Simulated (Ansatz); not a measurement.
Isolated molecules relaxed with PBE0-D4/def2-TZVP in Ansatz; ΔE leaves out vibrations. CCSD(T)/CBS adds triple-zeta CCSD(T) − MP2 to the extrapolated MP2 energy (def2 sets, frozen cores). This one scheme is used for every species. Functionals use def2-TZVPP. For Ga outer-core shells are correlated without core-valence functions, which leaves a few kJ/mol of doubt a bond. Scalar relativity is left out up to krypton. Each species was taken in one conformer, which may not be the lowest.

`N[SiH2][GaH2]` + CH₃NH₂ → `C[NH][GaH2]` + `N[SiH3]`  (cleavage of the Ga–Si bond)

`N[SiH2][GaH2]`:

```xyz
9

N    -0.406    1.570   -0.374
Si   -0.757   -0.015    0.217
Ga    1.182   -1.417   -0.069
H     0.503    1.970   -0.203
H    -1.117    2.284   -0.370
H    -1.927   -0.535   -0.547
H    -1.177   -0.079    1.657
H     2.610   -0.791   -0.308
H     1.089   -2.987   -0.003
```

CH₃NH₂:

```xyz
7

C     0.048    0.392    0.408
N     0.250   -0.619   -0.616
H    -0.999    0.666    0.600
H     0.584    1.302    0.129
H     0.479    0.045    1.350
H    -0.133   -0.312   -1.500
H    -0.230   -1.475   -0.371
```

`C[NH][GaH2]`:

Z-matrix (Å, degrees):
```
C
N 1 1.443
H 1 1.097 2 112.4
H 1 1.093 2 109.8 3 119.3
H 1 1.097 2 112.4 3 -121.5
Ga 2 1.815 1 127.7 3 -119.3
H 2 1.008 1 113.1 3 60.7
H 6 1.561 2 116.6 1 -180.0
H 6 1.562 2 116.0 1 -0.0
```

`N[SiH3]`:

Cartesian coordinates in Å:
```
N 0.305 -0.780 -0.661
Si -0.199 0.544 0.316
H -0.310 -1.567 -0.788
H 1.266 -1.080 -0.635
H -1.562 0.941 -0.122
H -0.262 0.285 1.786
H 0.761 1.658 0.104
```

Is it downhill or uphill in electronic energy at CCSD(T)/CBS, and by how much? (An estimate is asked.)

Ansatz gave: Downhill: ΔE = -51.5 kJ/mol.

What do these levels give: revPBE-D4, PBE0-D4, CAM-B3LYP, RPA@PBE/def2-TZVPP, MP2/def2-TZVPP, HF/CBS(def2)? (Best estimate.)

Computed: revPBE-D4 -37.6, PBE0-D4 -36.2, CAM-B3LYP -52.2, RPA@PBE/def2-TZVPP -54.3, MP2/def2-TZVPP -60.1, HF/CBS(def2) -51.0 kJ/mol.

Largest T1 diagnostic among the species: 0.015.

At CCSD(T), def2-SVP lies −13.5 kJ/mol from the extrapolated value and def2-TZVPP −1.3 kJ/mol. Leaving LDA and LC-ωPBE aside and taking each functional with its dispersion term where it has one, the values, not all of them listed here, spread over 16.9 kJ/mol, from B2PLYP to HSE06-D4. LDA lies −10.5 kJ/mol from PBE without D4.
